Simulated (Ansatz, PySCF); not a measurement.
CH₆MoN₂O, multiplicity 1. Atoms are numbered in the order given.

```xyz
11

Mo    -0.0386     0.0161    -0.0699
N     -1.4882    -0.9316    -0.2677
H     -2.1771    -1.5380    -0.7255
N      1.1499    -0.3322    -1.3019
H      1.4389    -0.8041    -2.1678
O     -0.4111     1.8785     0.1033
H      0.1146     2.5404    -0.3824
C      0.8277    -0.7426     1.7122
H      1.0262    -1.8303     1.6509
H      0.1250    -0.5543     2.5507
H      1.7862    -0.2132     1.8949
```
Charge 0, spin multiplicity 1.

Geometry: PBE-D3(BJ)/def2-SVP. The multiplicity is an assumed one; no other spin state was optimised. The structure was generated by enumeration; whether it is a known compound was not checked. The def2 effective core potentials stand for the cores of Mo; spin–orbit coupling is left out. Other conformers were not sampled.

Vertical ionisation energy (IE) and electron affinity (EA) in eV. Rows of orbital energies are one-electron estimates. Where ΔSCF, EOM or ADC give a negative EA the extra electron is unbound and the value depends on the basis.

| level | IE | EA |
|---|---|---|
| −ε(HOMO), −ε(LUMO), ωB97X/def2-TZVP (PySCF) | 9.98 | -0.47 |
| −ε(HOMO), −ε(LUMO), PBE/def2-TZVP (PySCF) | 6.29 | 2.43 |
| ΔSCF, PBE0/def2-SVPD (Ansatz), final states of multiplicity 2 and 2 | 9.46 | 0.04 |
| ΔSCF, PBE/def2-SVPD (Ansatz), final states of multiplicity 2 and 2 | 9.25 | -0.27 |

Q: What vertical singlet–triplet gap does ΔSCF give with PBE0/def2-SVPD (Ansatz, a program for electronic structure) and with PBE/def2-SVPD (Ansatz)? (An estimate is asked for; the answer gives what the named calculation found.)

A: 3.54 and 3.73 eV (triplet above singlet where positive).
